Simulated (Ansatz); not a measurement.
System: sum formula HBO, charge 0, multiplicity 1. 
Coordinates optimised at B3LYP-D3(BJ)/def2-TZVP (Ansatz, a program for electronic structure):
```
B
O 1 1.1991
H 1 1.1681 2 180.00
```

Basis-set convergence of Hartree-Fock and MP2 correlation energies (hartree) with Ansatz. Cores are frozen in the correlated levels unless marked. Spin-orbit coupling is left out. Non-relativistic.

```tsv
basis	functions	E(HF)	E(corr, MP2)
def2-SVP	33	-100.08821	-0.26772
def2-TZVPP	76	-100.20834	-0.32907
def2-QZVPP	144	-100.21344	-0.35393
```

Extrapolating the two largest sets (X = 3 and 4) as X^-3: E(corr) = (64·(-0.35393) - 27·(-0.32907))/37 = -0.3721 Eh, an estimate of the basis-set limit. The largest set recovers 95.1 % of it, the smallest 72.0 %.
